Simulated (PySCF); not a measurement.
Gas-phase reaction: 2 GeHF3 + GeH2 + H2 = 3 GeH2F2

Method: PySCF energies plus ideal-gas RRHO corrections (1 bar). † marks an energy on the PBE0/def2-TZVP geometry and frequencies. All species are closed-shell singlets. Ge: all electrons, no relativistic terms. GeHF3, GeH2, GeH2F2: computed as isolated molecules; such fragments, hydroxides, amides, oligomers or adducts are transient or little studied in the gas.

PBE/def2-TZVP† gives ΔH°(298 K) = -153 kJ.

### Question
What do M06-2X/def2-TZVP†, PBE0/def2-QZVP†, LDA/def2-TZVP† give?

### Answer
M06-2X/def2-TZVP†: -149 kJ; PBE0/def2-QZVP†: -165 kJ; LDA/def2-TZVP†: -187 kJ. For scale, ΔH°(298 K) is -153 kJ at this level, -151 kJ at ωB97M-V/def2-TZVP†, and runs from -187 to -129 kJ over the 20 levels computed.
